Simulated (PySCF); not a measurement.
SbF₃.
Structure used (PBE0-D3(BJ)/def2-SVP), in Å, numbered top down from 1:
```
atom  x, y, z in Å
Sb1    0.0221   -0.0250    0.7454
F2     1.6556   -0.0020   -0.2593
F3    -0.8124    1.3822   -0.2548
F4    -0.7819   -1.4457   -0.2618
```

Method used: PBE0-D3(BJ)/def2-SVP geometry optimisation, gas phase, def2 core potentials past Kr (PySCF).

Q: Which atoms are bound to Sb1, and at what distances?

A: 3 atoms: F3 1.918 Å, F2 1.918 Å, F4 1.918 Å.

Q: List the angles at Sb1.

A: 
```json
{"angle": "F2–Sb1–F4", "degrees": "95.2", "distance of the outer atoms (Å)": "2.83"}
{"angle": "F2–Sb1–F3", "degrees": "95.1", "distance of the outer atoms (Å)": "2.83"}
{"angle": "F3–Sb1–F4", "degrees": "95.0", "distance of the outer atoms (Å)": "2.83"}
```

Q: What is the shape at Sb1?

A: Pyramidal: angles 95.2°, 95.1° and 95.0°, sum 285.3°, 1.00 Å off the plane of its three neighbours.

Q: What are the rotational constants (commonest isotopes, rigid rotor)?

A: A = 4395, B = 4383, C = 3321 MHz: an oblate symmetric top.

Point group: C3v (tolerance 0.08 Å). Charge 0, singlet. Not checked by PBE0-D3(BJ)/def2-SVP frequencies.
